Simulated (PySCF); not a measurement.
Input file for PySCF: R-HF/STO-3G on GaCl, a point of a bond scan (R = 3.358 Å).

```python
from pyscf import gto, scf, dft, mp
from pyscf.data.elements import chemcore

mol = gto.M(
    atom='''
    Ga   -0.00000000   -0.00000000   -0.79296210
    Cl    0.00000000    0.00000000    2.56546560
    ''',
    basis='sto-3g',
    charge=0, spin=0, verbose=3, max_memory=1800)
mf = scf.RHF(mol)
mf.conv_tol = 1e-8
mf.max_cycle = 100
mf.kernel()
if not mf.converged:
    mf = mf.newton().run(mf.mo_coeff, mf.mo_occ)
```

Program output:

```
converged SCF energy = -2355.31311052438
```

Self-consistency was reached.

Cost: around 0.16 core-seconds (rough).
